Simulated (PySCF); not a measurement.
Two species compared at the same levels of theory.

First species: C₆H₁₄O₂S.
SMILES with atom numbers: `[CH3:1][C:2]([CH3:3])([CH3:4])[CH2:5][S:6]([CH3:7])(=[O:8])=[O:9]` (hydrogens: H10, H11, H12 on C1; H13, H14, H15 on C3; H16, H17, H18 on C4; H19, H20 on C5; H21, H22, H23 on C7)

Second species: C₈H₉F₃.
Atom-mapped SMILES: `[CH2:1]=[C:2](/[CH:3]=[CH:4]\[CH3:5])[C:6](=[CH2:7])[C:8]([F:9])([F:10])[F:11]` (hydrogens: H12, H13 on C1; H14 on C3; H15 on C4; H16, H17, H18 on C5; H19, H20 on C7)

Levels: PBE0/pcSseg-1 for dipole moment, HOMO energy, LUMO energy and HOMO–LUMO gap; GFN2-xTB for rotational constant A and rotational constant C. Geometries: GFN2-xTB. Each species is one conformer at its optimised geometry, gas phase, non-relativistic unless stated; the electronic structure was computed with PySCF and density fitting.

Dipoles, sizes and rotational constants follow the conformer. The torsions of the flexible species, by atom-mapped SMILES:
- `[CH3:1][C:2]([CH3:3])([CH3:4])[CH2:5][S:6]([CH3:7])(=[O:8])=[O:9]`: C1–C2–C5–S6 167°, C2–C5–S6–C7 161°
- `[CH2:1]=[C:2](/[CH:3]=[CH:4]\[CH3:5])[C:6](=[CH2:7])[C:8]([F:9])([F:10])[F:11]`: C1–C2–C3–C4 -135°, C1–C2–C6–C7 -144°, C2–C6–C8–F9 161°

| property | column X | column Y |
| --- | --- | --- |
| dipole moment | 4.27 D | 2.56 D |
| HOMO energy | -8.00 eV | -6.85 eV |
| LUMO energy | 0.82 eV | -1.40 eV |
| HOMO–LUMO gap | 8.82 eV | 5.45 eV |
| rotational constant A | 2.404 GHz | 1.725 GHz |
| rotational constant C | 0.917 GHz | 0.716 GHz |

(1) Which column belongs to which species?

(2) How does each property change from the first species to the second?

Answers

(1) Column X is the first species and column Y the second. The first has 23 atoms and 82 electrons, the second 20 and 84.

(2) dipole moment -1.71 D; HOMO energy +1.15 eV; LUMO energy -2.22 eV; HOMO–LUMO gap -3.37 eV; rotational constant A -0.679 GHz; rotational constant C -0.201 GHz.

On the first: A dipole of 4.27 D is allowed in C1, and pure rotational transitions are dipole-allowed. The dipole equals about 14.2 × 10⁻³⁰ C·m (1 D = 3.33564 × 10⁻³⁰ C·m).

On the second: The dipole matches unit charges of opposite sign 0.53 Å apart (1 e·Å = 4.8032 D).
